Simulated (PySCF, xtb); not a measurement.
Si(Br)(Me)(OH)2 (CH5BrO2Si), SMILES C[Si](O)(O)Br.

xtb with GFN2-xTB at its own geometry gives an orbital gap of 7.10 eV and a dipole moment of 5.03 D.

Coordinates come from a B3LYP-D3(BJ)/def2-SVP optimisation. The values are those of a single conformer.

Q: What does HF/def2-TZVP in PySCF give? (Estimate from the structure and the level; the computed values follow.)

A: gap 14.77 eV (levels -11.44 and 3.33 eV), dipole 0.97 D.
